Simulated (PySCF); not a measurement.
PySCF job for GaH₃S₂, SMILES [SH][GaH][SH], C-PCM-M06-2X/def2-SVP. Coordinates come from a PBE-D3(BJ)/def2-SVP optimisation. One conformer was computed; it need not be the lowest.

```python
import numpy as np
from pyscf import gto, scf, dft
from pyscf.solvent import pcm

mol = gto.M(
    atom='''
    Ga    0.00000000    0.00000000   -0.57061390
    H    -0.00000000    0.00000000   -2.13899771
    S    -0.00000000    1.85243559    0.64766698
    H     0.00000000    2.66222593   -0.44865739
    S    -0.00000000   -1.85243560    0.64766698
    H     0.00000000   -2.66222592   -0.44865739
    ''',
    basis='def2-SVP',
    charge=0,
    spin=0,
    max_memory=1600,
    verbose=3,
)
mf = dft.RKS(mol, xc='m06-2x').density_fit(auxbasis='def2-universal-jkfit')
mf.grids.level = 4
mf.conv_tol = 1e-9
mf.max_cycle = 100
mf.kernel()
res = {}
for name, eps in {'water': 78.355, 'acetonitrile': 35.688, 'dimethylsulfoxide': 46.826}.items():
    s = mf.PCM()
    s.with_solvent.method, s.with_solvent.eps, s.with_solvent.lebedev_order = 'C-PCM', eps, 29
    s.kernel(mf.make_rdm1())
    res[name] = (s.e_tot, eps, s.dip_moment(), s.mo_energy, s.converged)
    print(f'{name}: electrostatic solvation free energy {(s.e_tot - mf.e_tot) * 627.509474:.3f} kcal/mol')
```

Log of the run:

```
converged SCF energy = -2722.57714829473

WARN: PCM is an experimental feature. It is still in testing.
Features and APIs may be changed in the future.

converged SCF energy = -2722.58643873654
Dipole moment(X, Y, Z, Debye):  0.00000,  0.00000, -3.46115
water: electrostatic solvation free energy -5.830 kcal/mol

WARN: PCM is an experimental feature. It is still in testing.
Features and APIs may be changed in the future.

converged SCF energy = -2722.58626434423
Dipole moment(X, Y, Z, Debye):  0.00000,  0.00000, -3.43915
acetonitrile: electrostatic solvation free energy -5.720 kcal/mol

WARN: PCM is an experimental feature. It is still in testing.
Features and APIs may be changed in the future.

converged SCF energy = -2722.58634036514
Dipole moment(X, Y, Z, Debye): -0.00000,  0.00000, -3.44873
dimethylsulfoxide: electrostatic solvation free energy -5.768 kcal/mol
```

The run converged.

Cost: roughly 50 core-seconds.
